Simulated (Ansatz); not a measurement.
Task: Name a neutral molecule of Cl, O, Zr and H with LUMO energy (B3LYP/def2-TZVPP) between -2.30 and -2.00 eV and HOMO–LUMO gap (ωB97M-V/def2-TZVPP) between 11.50 and 11.80 eV (Ansatz, PBE0-D4/def2-TZVP geometry).

Result: `[OH][Zr]([Cl])([Cl])[Cl]` (-2.14 eV, 11.66 eV). Other molecules can fit too; these were computed, each in one conformer that needn't be the lowest.

B3LYP here is the variant with VWN-RPA as its local correlation; programs differ in this.
